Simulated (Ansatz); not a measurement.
Consider the formal exchange of groups at a C–Si bond: `C[SiH](O)O[Si](C)(O)O` + `CC1=NC1` → `CCC1=NC1` + `C[SiH](O)O[SiH](O)O`.

Program: Ansatz. Geometries: PBE0-D4/def2-TZVP. ΔE: electronic, gas phase. CBS: MP2 limit from def2 TZ/QZ plus the TZ coupled-cluster correction, frozen cores. DFT in def2-TZVPP. B3LYP here is the variant with VWN-RPA as its local correlation; programs differ in this. Each species was taken in one conformer, which may not be the lowest.

Task: Is it downhill or uphill in electronic energy at CCSD(T)/CBS, and by how much? (Best estimate.)

Result: Computed: Uphill: ΔE = +45.1 kJ/mol.

Task: What do these levels give: PBE0-D4, B2PLYP, PBE, B3LYP, MP2/def2-QZVPP, HF/CBS(def2)? (Estimate.)

Result: Computed: PBE0-D4 48.5, B2PLYP 44.8, PBE 46.8, B3LYP 45.7, MP2/def2-QZVPP 44.5, HF/CBS(def2) 41.9 kJ/mol.

Largest T1 diagnostic among the species: 0.011.
